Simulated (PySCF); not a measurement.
palladium atom (Pd), singlet (core potentials on Pd); PySCF with SVWN5/def2-TZVP.

Here is a job for PySCF.
```python
from pyscf import gto, scf, dft

mol = gto.M(
    atom='''
Pd    0.00000000    0.00000000    0.00000000
''',
    basis='def2-tzvp',
    ecp={'Pd': 'def2-tzvp'},
    verbose=4,
)

mf = dft.RKS(mol)
mf.xc = 'lda,vwn'
mf.diis = False
mf.max_cycle = 100
mf.kernel()
mf.analyze()
```

What the program printed (banner, timings and long lists left out):

```
PySCF version 2.14.0

[INPUT] verbose = 4
[INPUT] num. atoms = 1
[INPUT] num. electrons = 18
[INPUT] charge = 0
[INPUT] spin (= nelec alpha-beta = 2S) = 0
[INPUT] symmetry False subgroup None
[INPUT] Mole.unit = angstrom
[INPUT] Symbol           X                Y                Z      unit          X                Y                Z       unit  Magmom
[...]
nuclear repulsion = 0
number of shells = 14
number of NR pGTOs = 65
number of NR cGTOs = 40
basis = def2-tzvp
ecp = {'Pd': 'def2-tzvp'}

******** <class 'pyscf.dft.rks.RKS'> ********
method = RKS
initial guess = minao
damping factor = 0
level_shift factor = 0
DIIS disabled
SCF conv_tol = 1e-09
SCF conv_tol_grad = None
SCF max_cycles = 100
direct_scf = True
direct_scf_tol = 1e-13
XC library pyscf.dft.libxc version 7.1.2
    S. Lehtola, C. Steigemann, M. J. T. Oliveira, and M. A. L. Marques,  SoftwareX 7, 1–5 (2018)
XC functionals = lda,vwn
    P. A. M. Dirac,  Math. Proc. Cambridge Philos. Soc. 26, 376 (1930)
    F. Bloch,  Z. Phys. 57, 545 (1929)
    S. H. Vosko, L. Wilk, and M. Nusair,  Can. J. Phys. 58, 1200 (1980)
radial grids:
    Treutler-Ahlrichs [JCP 102, 346 (1995); DOI:10.1063/1.469408] (M4) radial grids

becke partition: Becke, JCP 88, 2547 (1988); DOI:10.1063/1.454033
pruning grids: <function nwchem_prune>
grids dens level: 3
symmetrized grids: False
atomic radii adjust function: <function treutler_atomic_radii_adjust>
small_rho_cutoff = 0
Set gradient conv threshold to 3.16228e-05
Initial guess from minao.
tot grids = 22176
init E= -118.469103798423
[...]
cycle= 1 E= -126.250164555499  delta_E= -7.78  |g|= 2.97  |ddm|= 4.15
[...]
cycle= 2 E= -110.908402495344  delta_E= 15.3  |g|= 5.49  |ddm|=   19
[...]
cycle= 3 E= -120.418348441759  delta_E= -9.51  |g|= 6.09  |ddm|= 19.7
[...]
cycle= 4 E= -104.402613156526  delta_E=   16  |g|= 8.99  |ddm|= 21.9
[...]
cycle= 5 E= -119.304947201778  delta_E= -14.9  |g|= 6.41  |ddm|= 22.1
[...]
cycle= 6 E= -103.249875754983  delta_E= 16.1  |g|= 9.46  |ddm|= 22.3
[...]
cycle= 7 E= -119.152607137157  delta_E= -15.9  |g|= 6.45  |ddm|= 22.4
[...]
cycle= 8 E= -103.088506238562  delta_E= 16.1  |g|= 9.52  |ddm|= 22.4
[...]
cycle= 9 E= -119.132175056225  delta_E=  -16  |g|= 6.45  |ddm|= 22.4
[...]
cycle= 10 E= -103.066595318519  delta_E= 16.1  |g|= 9.53  |ddm|= 22.4
[...]
cycle= 11 E= -119.129417181332  delta_E= -16.1  |g|= 6.46  |ddm|= 22.4
[...]
cycle= 12 E= -103.063632688177  delta_E= 16.1  |g|= 9.53  |ddm|= 22.4
[...]
cycle= 13 E= -119.129044584711  delta_E= -16.1  |g|= 6.46  |ddm|= 22.4
[...]
cycle= 14 E= -103.063232334131  delta_E= 16.1  |g|= 9.53  |ddm|= 22.4
[...]
cycle= 15 E= -119.128994239523  delta_E= -16.1  |g|= 6.46  |ddm|= 22.4
[...]
cycle= 16 E= -103.063178236639  delta_E= 16.1  |g|= 9.53  |ddm|= 22.4
[...]
cycle= 17 E= -119.128987436774  delta_E= -16.1  |g|= 6.46  |ddm|= 22.4
[...]
cycle= 18 E= -103.06317092684  delta_E= 16.1  |g|= 9.53  |ddm|= 22.4
[...]
cycle= 19 E= -119.12898651757  delta_E= -16.1  |g|= 6.46  |ddm|= 22.4
[...]
cycle= 20 E= -103.063169939122  delta_E= 16.1  |g|= 9.53  |ddm|= 22.4
[...]
cycle= 21 E= -119.128986393365  delta_E= -16.1  |g|= 6.46  |ddm|= 22.4
[...]
cycle= 22 E= -103.063169805658  delta_E= 16.1  |g|= 9.53  |ddm|= 22.4
[...]
cycle= 23 E= -119.128986376582  delta_E= -16.1  |g|= 6.46  |ddm|= 22.4
[...]
cycle= 24 E= -103.063169787624  delta_E= 16.1  |g|= 9.53  |ddm|= 22.4
[...]
cycle= 25 E= -119.128986374315  delta_E= -16.1  |g|= 6.46  |ddm|= 22.4
[...]
cycle= 26 E= -103.063169785188  delta_E= 16.1  |g|= 9.53  |ddm|= 22.4
[...]
cycle= 27 E= -119.128986374008  delta_E= -16.1  |g|= 6.46  |ddm|= 22.4
[...]
cycle= 28 E= -103.063169784858  delta_E= 16.1  |g|= 9.53  |ddm|= 22.4
[...]
cycle= 29 E= -119.128986373967  delta_E= -16.1  |g|= 6.46  |ddm|= 22.4
[...]
cycle= 30 E= -103.063169784814  delta_E= 16.1  |g|= 9.53  |ddm|= 22.4
[...]
cycle= 31 E= -119.128986373961  delta_E= -16.1  |g|= 6.46  |ddm|= 22.4
[...]
cycle= 32 E= -103.063169784808  delta_E= 16.1  |g|= 9.53  |ddm|= 22.4
[...]
[...]
[...]
cycle= 57 E= -119.12898637396  delta_E= -16.1  |g|= 6.46  |ddm|= 22.4
[...]
cycle= 58 E= -103.063169784807  delta_E= 16.1  |g|= 9.53  |ddm|= 22.4
[...]
cycle= 59 E= -119.12898637396  delta_E= -16.1  |g|= 6.46  |ddm|= 22.4
[...]
cycle= 60 E= -103.063169784807  delta_E= 16.1  |g|= 9.53  |ddm|= 22.4
[...]
cycle= 61 E= -119.12898637396  delta_E= -16.1  |g|= 6.46  |ddm|= 22.4
[...]
cycle= 62 E= -103.063169784807  delta_E= 16.1  |g|= 9.53  |ddm|= 22.4
[...]
cycle= 63 E= -119.12898637396  delta_E= -16.1  |g|= 6.46  |ddm|= 22.4
[...]
cycle= 64 E= -103.063169784807  delta_E= 16.1  |g|= 9.53  |ddm|= 22.4
[...]
cycle= 65 E= -119.12898637396  delta_E= -16.1  |g|= 6.46  |ddm|= 22.4
[...]
cycle= 66 E= -103.063169784807  delta_E= 16.1  |g|= 9.53  |ddm|= 22.4
[...]
cycle= 67 E= -119.12898637396  delta_E= -16.1  |g|= 6.46  |ddm|= 22.4
[...]
cycle= 68 E= -103.063169784807  delta_E= 16.1  |g|= 9.53  |ddm|= 22.4
[...]
cycle= 69 E= -119.12898637396  delta_E= -16.1  |g|= 6.46  |ddm|= 22.4
[...]
cycle= 70 E= -103.063169784807  delta_E= 16.1  |g|= 9.53  |ddm|= 22.4
[...]
cycle= 71 E= -119.12898637396  delta_E= -16.1  |g|= 6.46  |ddm|= 22.4
[...]
cycle= 72 E= -103.063169784807  delta_E= 16.1  |g|= 9.53  |ddm|= 22.4
[...]
cycle= 73 E= -119.12898637396  delta_E= -16.1  |g|= 6.46  |ddm|= 22.4
[...]
cycle= 74 E= -103.063169784807  delta_E= 16.1  |g|= 9.53  |ddm|= 22.4
[...]
cycle= 75 E= -119.12898637396  delta_E= -16.1  |g|= 6.46  |ddm|= 22.4
[...]
cycle= 76 E= -103.063169784807  delta_E= 16.1  |g|= 9.53  |ddm|= 22.4
[...]
cycle= 77 E= -119.12898637396  delta_E= -16.1  |g|= 6.46  |ddm|= 22.4
[...]
cycle= 78 E= -103.063169784807  delta_E= 16.1  |g|= 9.53  |ddm|= 22.4
[...]
cycle= 79 E= -119.12898637396  delta_E= -16.1  |g|= 6.46  |ddm|= 22.4
[...]
cycle= 80 E= -103.063169784807  delta_E= 16.1  |g|= 9.53  |ddm|= 22.4
[...]
cycle= 81 E= -119.12898637396  delta_E= -16.1  |g|= 6.46  |ddm|= 22.4
[...]
cycle= 82 E= -103.063169784807  delta_E= 16.1  |g|= 9.53  |ddm|= 22.4
[...]
cycle= 83 E= -119.12898637396  delta_E= -16.1  |g|= 6.46  |ddm|= 22.4
[...]
cycle= 84 E= -103.063169784807  delta_E= 16.1  |g|= 9.53  |ddm|= 22.4
[...]
cycle= 85 E= -119.12898637396  delta_E= -16.1  |g|= 6.46  |ddm|= 22.4
[...]
cycle= 86 E= -103.063169784807  delta_E= 16.1  |g|= 9.53  |ddm|= 22.4
[...]
cycle= 87 E= -119.12898637396  delta_E= -16.1  |g|= 6.46  |ddm|= 22.4
[...]
cycle= 88 E= -103.063169784807  delta_E= 16.1  |g|= 9.53  |ddm|= 22.4
[...]
cycle= 89 E= -119.12898637396  delta_E= -16.1  |g|= 6.46  |ddm|= 22.4
[...]
cycle= 90 E= -103.063169784807  delta_E= 16.1  |g|= 9.53  |ddm|= 22.4
[...]
cycle= 91 E= -119.12898637396  delta_E= -16.1  |g|= 6.46  |ddm|= 22.4
[...]
cycle= 92 E= -103.063169784807  delta_E= 16.1  |g|= 9.53  |ddm|= 22.4
[...]
cycle= 93 E= -119.12898637396  delta_E= -16.1  |g|= 6.46  |ddm|= 22.4
[...]
cycle= 94 E= -103.063169784807  delta_E= 16.1  |g|= 9.53  |ddm|= 22.4
[...]
cycle= 95 E= -119.12898637396  delta_E= -16.1  |g|= 6.46  |ddm|= 22.4
[...]
cycle= 96 E= -103.063169784807  delta_E= 16.1  |g|= 9.53  |ddm|= 22.4
[...]
cycle= 97 E= -119.12898637396  delta_E= -16.1  |g|= 6.46  |ddm|= 22.4
[...]
cycle= 98 E= -103.063169784807  delta_E= 16.1  |g|= 9.53  |ddm|= 22.4
[...]
cycle= 99 E= -119.12898637396  delta_E= -16.1  |g|= 6.46  |ddm|= 22.4
[...]
cycle= 100 E= -103.063169784807  delta_E= 16.1  |g|= 9.53  |ddm|= 22.4
SCF not converged.
SCF energy = -103.063169784807
**** SCF Summaries ****
Total Energy =                        -103.063169784806959
Nuclear Repulsion Energy =               0.000000000000000
One-electron Energy =                 -143.912468998554232
Two-electron Energy =                   40.849299213747273
Two-electron Coulomb Energy =           46.816764875456414
DFT Exchange-Correlation Energy =       -5.967465661709140
HOMO-LUMO gap [eV] =                     0.221224849520953
**** MO energy ****
[...]
WARN: Weak orthogonality for localized orbitals 3.3327026257048426e-09

Dipole moment(X, Y, Z, Debye):  0.00000, -0.00000, -0.00000
```

Convergence was not reached.
